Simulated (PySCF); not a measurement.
SeCl₅⁺: fields on a plane

Method: B3LYP in PySCF with Se def2-SVP, Cl def2-SVP; no relativity; density-fitted integrals.

The singlet minimum has Se–Cl 2.186 Å (×3), Se–Cl 2.241 Å (×2); Cl–Se–Cl 90.0° (×6), Cl–Se–Cl 120.0° (×3), Cl–Se–Cl 180.0°.

The plane holds Se1 at (0.00, 0.00), Cl2 at (2.19, 0.00), Cl3 at (-1.09, 1.89), Cl5 at (-1.09, -1.89) Å. Columns run from x = -3.15 to 4.35 Å, rows from y = 4.05 (top) to -3.75 Å, in steps of 0.3 Å. Other isomers or separated fragments may lie lower.

Question: Give the electron localisation function (set to 0 where the density is under 0.005 e/Å³). Lower edges of the bins: '_' 0.000, '.' 0.091, ':' 0.182, '-' 0.273, '=' 0.364, '+' 0.455, '*' 0.546, '#' 0.637, '%' 0.728, '@' 0.819; top 0.91, each point printed twice.

Answer: 
```
____________________________________________________
______________......________________________________
__________..::----==--::____________________________
______..::--==++******==::__________________________
____..::==**##%%@@%%##**==..________________________
__..--++##%%####@@@@@@##++..________________________
__::++##@@##__::..@@@@##==..________________________
..--**%%@@==%%::--##@@##--________..::::..__________
..==**%%@@##::@@__##%%++::______::++++++==::________
__==**%%@@@@++::++%%**==::....::++##%%##**==::______
__::++##%%@@%%%%%%##**++==--::==##@@@@@@%%++--..____
____::==++**++**##**----==++==**%%@@@@@@@@**--..____
______....::--++++..====..++**####::..++@@##==..____
____________::++::==****==--##%%::%%%%..####==..____
____________::++::==****==--##%%::%%%%..####==..____
______....::--++++..====..++**####::..++@@##==..____
____::==++**++**##**----==++==**%%@@@@@@@@**--..____
__::++##%%@@%%%%%%##**++==--::==##@@@@@@%%++--..____
__==**%%@@@@++::++%%**==::....::++##%%##**==::______
..==**%%@@##::@@__##%%++::______::++++++==::________
..--**%%@@==%%::--##@@##--________..::::..__________
__::++##@@##__::..@@@@##==..________________________
__..--++##%%####@@@@@@##++..________________________
____..::==**##%%@@%%##**==..________________________
______..::--==++******==::__________________________
__________..::----==--::____________________________
______________......________________________________
```

Question: Give the electrostatic potential (V) (cut at 20 V). Lower edges of the bins (V): '0' 2.41, '1' 2.51, '2' 2.68, '3' 2.94, '4' 3.35, '5' 4.01, '6' 5.05, '7' 6.70, '8' 9.31, '9' 13.44; top 20.0.

Answer: 
```
33444455444444333332221100
34455555555444443333322210
44556666655544444433332221
45566777766555544444333222
45567899876655555444433322
45678999997665555544443332
55679999998766655554444433
55679999999776666555544443
55679999999877766655555443
55678999999888777666655544
55567999999998888888766554
55567889999999999999976654
55567789999999999999987655
55667789999999999999997655
55667789999999999999997655
55567789999999999999987655
55567889999999999999976654
55567999999998888888766554
55678999999888777666655544
55679999999877766655555443
55679999999776666555544443
55679999998766655554444433
45678999997665555544443332
45567899876655555444433322
45566777766555544444333222
44556666655544444433332221
34455555555444443333322210
```
